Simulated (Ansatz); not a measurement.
Ansatz (an electronic-structure program) input (B3LYP-D3(BJ)/def2-TZVP):

Ansatz 0.2 input:
```yaml
crystal:
  periodic: [false, false, false]
  atoms:
    - {symbol: C, position_ang: [1.19638267, 0.86959755, 0.32216432]}
    - {symbol: C, position_ang: [0.25321476, 0.17328582, 0.05782564]}
    - {symbol: C, position_ang: [-0.87479891, -0.64757023, -0.25893121]}
    - {symbol: O, position_ang: [-1.57236461, -0.53085457, -1.22896466]}
    - {symbol: H, position_ang: [2.02346505, 1.47228602, 0.56187463]}
    - {symbol: H, position_ang: [-1.05455919, -1.42914326, 0.50732378]}
basis:
  gaussian:
    orbitals: def2-TZVP
hamiltonian:
  xc: b3lyp
  dispersion: d3bj
relax: {f_tol: 0.002, max_steps: 150}
```

Output:

```
Functional definition: B3LYP
integrals: 0.04 GiB planned
779 factors; their error is unknown
mean field: 0.41 GiB planned
mean field evaluation 1: about -5184.1456 eV, gradient 5.4e1 eV
mean field evaluation 2: about -5179.2199 eV, gradient 7.5e1 eV
mean field evaluation 4: about -5189.9763 eV, gradient 3.5e0 eV
mean field evaluation 8: about -5190.0049 eV, gradient 1.8e-1 eV
mean field evaluation 16: about -5190.0063 eV, gradient 5.9e-5 eV
mean field -5190.00629987 eV, -190.7292136076 hartree, gradient 5.9e-5 eV, S^2 0.000000; 0 other end points of the search recorded, 0 dependent functions left out
the calculation of the forces begins
reference -5190.00652280 eV, -190.7292218003 hartree; 14, 14 occupied and 122, 122 virtual orbitals, 779 factors
relax step   1: F+E_penalty+E_count = -5190.16064310 eV  Δ(F+E_penalty+E_count) = +0.000e0 eV  max|allowed force component| = 6.732e-1 eV/Å  Δτ_max = 0.0000 Å  (28 SCF iters, accepted)
these checks for a lower state are left out or cut short: starts, cluster_reference, orbital_swaps, neighbouring_geometries, increment
integrals: 0.04 GiB planned
779 factors; their error is unknown
mean field: 0.41 GiB planned
mean field -5190.00534242 eV, -190.7291784220 hartree, gradient 2.0e-5 eV, S^2 0.000000; 0 other end points of the search recorded, 0 dependent functions left out
the calculation of the forces begins
reference -5190.00556545 eV, -190.7291866182 hartree; 14, 14 occupied and 122, 122 virtual orbitals, 779 factors
relax step   2: F+E_penalty+E_count = -5190.15933285 eV  Δ(F+E_penalty+E_count) = +1.310e-3 eV  max|allowed force component| = 7.091e-1 eV/Å  Δτ_max = 0.0352 Å  (33 SCF iters, rejected (line search))
these checks for a lower state are left out or cut short: starts, cluster_reference, orbital_swaps, neighbouring_geometries, increment
integrals: 0.04 GiB planned
779 factors; their error is unknown
mean field: 0.41 GiB planned
mean field -5190.01909030 eV, -190.7296836474 hartree, gradient 1.2e-5 eV, S^2 0.000000; 0 other end points of the search recorded, 0 dependent functions left out
the calculation of the forces begins
reference -5190.01931329 eV, -190.7296918420 hartree; 14, 14 occupied and 122, 122 virtual orbitals, 779 factors
relax step   3: F+E_penalty+E_count = -5190.17311491 eV  Δ(F+E_penalty+E_count) = -1.247e-2 eV  max|allowed force component| = 2.818e-1 eV/Å  Δτ_max = 0.0175 Å  (34 SCF iters, accepted)
these checks for a lower state are left out or cut short: starts, cluster_reference, orbital_swaps, neighbouring_geometries, increment
integrals: 0.04 GiB planned
779 factors; their error is unknown
mean field: 0.41 GiB planned
mean field evaluation 32: about -5190.0190 eV, gradient 1.1e0 eV
mean field -5190.02190095 eV, -190.7297869368 hartree, gradient 1.2e-5 eV, S^2 0.000000; 0 other end points of the search recorded, 0 dependent functions left out
the calculation of the forces begins
reference -5190.02212393 eV, -190.7297951310 hartree; 14, 14 occupied and 122, 122 virtual orbitals, 779 factors
relax step   4: F+E_penalty+E_count = -5190.17571309 eV  Δ(F+E_penalty+E_count) = -2.598e-3 eV  max|allowed force component| = 9.994e-2 eV/Å  Δτ_max = 0.0121 Å  (33 SCF iters, accepted)
these checks for a lower state are left out or cut short: starts, cluster_reference, orbital_swaps, neighbouring_geometries, increment
integrals: 0.04 GiB planned
779 factors; their error is unknown
mean field: 0.41 GiB planned
mean field -5190.02200189 eV, -190.7297906463 hartree, gradient 1.3e-5 eV, S^2 0.000000; 0 other end points of the search recorded, 0 dependent functions left out
the calculation of the forces begins
reference -5190.02222505 eV, -190.7297988473 hartree; 14, 14 occupied and 122, 122 virtual orbitals, 779 factors
relax step   5: F+E_penalty+E_count = -5190.17579838 eV  Δ(F+E_penalty+E_count) = -8.528e-5 eV  max|allowed force component| = 2.360e-1 eV/Å  Δτ_max = 0.0085 Å  (33 SCF iters, accepted)
these checks for a lower state are left out or cut short: starts, cluster_reference, orbital_swaps, neighbouring_geometries, increment
integrals: 0.04 GiB planned
779 factors; their error is unknown
mean field: 0.41 GiB planned
mean field -5190.02187357 eV, -190.7297859304 hartree, gradient 1.2e-5 eV, S^2 0.000000; 0 other end points of the search recorded, 0 dependent functions left out
the calculation of the forces begins
reference -5190.02209698 eV, -190.7297941406 hartree; 14, 14 occupied and 122, 122 virtual orbitals, 779 factors
relax step   6: F+E_penalty+E_count = -5190.17562595 eV  Δ(F+E_penalty+E_count) = +1.724e-4 eV  max|allowed force component| = 2.149e-1 eV/Å  Δτ_max = 0.0193 Å  (32 SCF iters, rejected (line search))
these checks for a lower state are left out or cut short: starts, cluster_reference, orbital_swaps, neighbouring_geometries, increment
integrals: 0.04 GiB planned
779 factors; their error is unknown
mean field: 0.41 GiB planned
mean field -5190.02286951 eV, -190.7298225307 hartree, gradient 1.2e-5 eV, S^2 0.000000; 0 other end points of the search recorded, 0 dependent functions left out
the calculation of the forces begins
reference -5190.02309269 eV, -190.7298307322 hartree; 14, 14 occupied and 122, 122 virtual orbitals, 779 factors
relax step   7: F+E_penalty+E_count = -5190.17667560 eV  Δ(F+E_penalty+E_count) = -8.772e-4 eV  max|allowed force component| = 6.331e-2 eV/Å  Δτ_max = 0.0066 Å  (34 SCF iters, accepted)
these checks for a lower state are left out or cut short: starts, cluster_reference, orbital_swaps, neighbouring_geometries, increment
integrals: 0.04 GiB planned
779 factors; their error is unknown
mean field: 0.41 GiB planned
mean field evaluation 64: about -5190.0230 eV, gradient 6.7e-3 eV
mean field -5190.02302328 eV, -190.7298281816 hartree, gradient 1.1e-5 eV, S^2 0.000000; 0 other end points of the search recorded, 0 dependent functions left out
the calculation of the forces begins
reference -5190.02324645 eV, -190.7298363830 hartree; 14, 14 occupied and 122, 122 virtual orbitals, 779 factors
relax step   8: F+E_penalty+E_count = -5190.17686745 eV  Δ(F+E_penalty+E_count) = -1.919e-4 eV  max|allowed force component| = 1.899e-2 eV/Å  Δτ_max = 0.0035 Å  (34 SCF iters, accepted)
these checks for a lower state are left out or cut short: starts, cluster_reference, orbital_swaps, neighbouring_geometries, increment
integrals: 0.04 GiB planned
779 factors; their error is unknown
mean field: 0.41 GiB planned
mean field -5190.02304535 eV, -190.7298289927 hartree, gradient 1.2e-5 eV, S^2 0.000000; 0 other end points of the search recorded, 0 dependent functions left out
the calculation of the forces begins
reference -5190.02326852 eV, -190.7298371938 hartree; 14, 14 occupied and 122, 122 virtual orbitals, 779 factors
relax step   9: F+E_penalty+E_count = -5190.17688200 eV  Δ(F+E_penalty+E_count) = -1.455e-5 eV  max|allowed force component| = 1.353e-3 eV/Å  Δτ_max = 0.0021 Å  (33 SCF iters, accepted)
integrals: 0.04 GiB planned
779 factors; their error is unknown
mean field: 0.41 GiB planned
mean field evaluation 96: about -5190.0230 eV, gradient 6.2e-5 eV
mean field -5190.02304535 eV, -190.7298289927 hartree, gradient 1.2e-5 eV, S^2 0.000000; 1 other end points of the search recorded, 0 dependent functions left out
the calculation of the forces begins
reference -5190.02326852 eV, -190.7298371938 hartree; 14, 14 occupied and 122, 122 virtual orbitals, 779 factors
Total energy: -5190.17710516 eV, -190.7354905864 hartree
Atom 0 at     1.202067     0.870412     0.329402 Å, force    -0.001353    -0.001005    -0.000356 eV/Å
Atom 1 at     0.252806     0.191850     0.042425 Å, force     0.000319     0.000108     0.000485 eV/Å
Atom 2 at    -0.879134    -0.656588    -0.250504 Å, force     0.000288     0.000128    -0.000244 eV/Å
Atom 3 at    -1.573926    -0.538521    -1.229743 Å, force     0.000210     0.000049     0.000311 eV/Å
Atom 4 at     2.039308     1.481889     0.566275 Å, force     0.000508     0.000462    -0.000029 eV/Å
Atom 5 at    -1.069782    -1.441441     0.503438 Å, force     0.000028     0.000259    -0.000167 eV/Å
Dipole moment:     0.425802     0.055121     0.440623 e Å
```
